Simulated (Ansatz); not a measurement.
A nudged elastic band was laid between two geometries of a periodic cell of 13 atoms, Tl12Au (surface Tl(0001), adsorbate Au).

The calculation used Ansatz, DFT PBE-D3(BJ), scalar-relativistic, plane waves, PAW. Settings: cutoff 420 eV, k mesh 4x4x1, gaussian smearing 0.05 eV, no spin polarisation.

```yaml
movable_images: 5
climbing_image: yes
spring: 5.0 eV/Å²
optimiser: quadratic models (default)
start_path: straight line
force_threshold: 0.05 eV/Å
iteration_limit: 51
end_points: relaxed
atoms_held: 1 to 4
```

First end point:

```xyz
13
Lattice="6.9200 0.0000 0.0000 3.4600 5.9929 0.0000 0.0000 0.0000 16.5325" Properties=species:S:1:pos:R:3
Tl 0.000 0.000 1.000
Tl 3.460 0.000 1.000
Tl 1.730 2.996 1.000
Tl 5.190 2.996 1.000
Tl 0.003 1.989 3.658
Tl 3.448 1.942 3.993
Tl 1.652 5.030 4.050
Tl 5.215 5.025 3.997
Tl 0.039 0.069 6.635
Tl 3.510 -0.039 7.754
Tl 1.672 2.889 6.617
Tl 5.335 2.903 6.562
Au 3.533 3.920 8.526
```

Last end point:

```xyz
13
Lattice="6.9200 0.0000 0.0000 3.4600 5.9929 0.0000 0.0000 0.0000 16.5325" Properties=species:S:1:pos:R:3
Tl 0.000 0.000 1.000
Tl 3.460 0.000 1.000
Tl 1.730 2.996 1.000
Tl 5.190 2.996 1.000
Tl -0.078 2.034 4.050
Tl 3.485 2.029 3.997
Tl 1.733 4.985 3.658
Tl 5.178 4.939 3.993
Tl -0.058 -0.108 6.617
Tl 3.605 -0.093 6.562
Tl 1.769 3.066 6.635
Tl 5.240 2.957 7.754
Au 5.263 6.917 8.526
```

Problem. What changes between the two ends?

Solution. Contacts lost: Tl6–Tl12, Tl8–Tl12, Tl12–Au13. Contacts made: Tl6–Tl10, Tl8–Tl10, Tl10–Au13. The atom that moves furthest is Au13, by 3.46 Å; four of its nearest neighbours are Tl12 2.85, Tl9 2.86, Tl11 2.86, Tl10 4.03 Å at the first end and Tl10 2.85, Tl11 2.86, Tl9 2.86, Tl12 4.03 Å at the last.

Problem. What energy profile does the band end with?

Solution. The forces met the threshold. The highest image is number 3 of 0 to 6, 0.084 eV above the ends, which have the same energy within 2 meV. By the program's own check the climbing image is of a kind that is not told: the force calls were inconclusive, a negative curvature could not be distinguished from the path's own, the only one lies far off the path, or fixed occupations may fill a level only in part (lowest curvatures found: -0.11 and -0.04 eV/Å²). Limits of this set-up: coarse k mesh, thin slab, slab without dipole correction.

```json
{"image": "0", "path coordinate (Å)": "0.00", "energy (eV)": "0.000", "Tl6–Tl12 (Å)": "3.33", "Tl8–Tl12 (Å)": "3.33", "Tl12–Au13 (Å)": "2.85"}
{"image": "1", "path coordinate (Å)": "0.89", "energy (eV)": "0.015", "Tl6–Tl12 (Å)": "3.35", "Tl8–Tl12 (Å)": "3.29", "Tl12–Au13 (Å)": "2.84"}
{"image": "2", "path coordinate (Å)": "1.77", "energy (eV)": "0.069", "Tl6–Tl12 (Å)": "3.36", "Tl8–Tl12 (Å)": "3.34", "Tl12–Au13 (Å)": "2.84"}
{"image": "3", "path coordinate (Å)": "2.66", "energy (eV)": "0.084", "Tl6–Tl12 (Å)": "3.61", "Tl8–Tl12 (Å)": "3.56", "Tl12–Au13 (Å)": "2.88"}
{"image": "4", "path coordinate (Å)": "3.49", "energy (eV)": "0.065", "Tl6–Tl12 (Å)": "4.01", "Tl8–Tl12 (Å)": "3.86", "Tl12–Au13 (Å)": "2.92"}
{"image": "5", "path coordinate (Å)": "4.32", "energy (eV)": "0.017", "Tl6–Tl12 (Å)": "4.11", "Tl8–Tl12 (Å)": "4.23", "Tl12–Au13 (Å)": "3.50"}
{"image": "6", "path coordinate (Å)": "5.15", "energy (eV)": "0.000", "Tl6–Tl12 (Å)": "4.25", "Tl8–Tl12 (Å)": "4.25", "Tl12–Au13 (Å)": "4.03"}
```

Problem. What is the geometry of the highest image?

Solution. 
```xyz
13
Lattice="6.9200 0.0000 0.0000 3.4600 5.9929 0.0000 0.0000 0.0000 16.5325" Properties=species:S:1:pos:R:3
Tl 0.000 0.000 1.000
Tl 3.460 0.000 1.000
Tl 1.730 2.996 1.000
Tl 5.190 2.996 1.000
Tl -0.066 2.067 3.759
Tl 3.486 2.002 3.939
Tl 1.634 5.022 3.746
Tl 5.197 4.998 4.082
Tl -0.335 0.167 6.462
Tl 3.328 0.122 6.989
Tl 1.505 3.099 6.621
Tl 5.001 3.041 7.052
Au 4.645 5.347 8.741
```

Run time: 16 min on 4 threads of Intel(R) Xeon(R) Platinum 8488C (Sapphire Rapids) (shared host), peak memory 4.3 GiB.
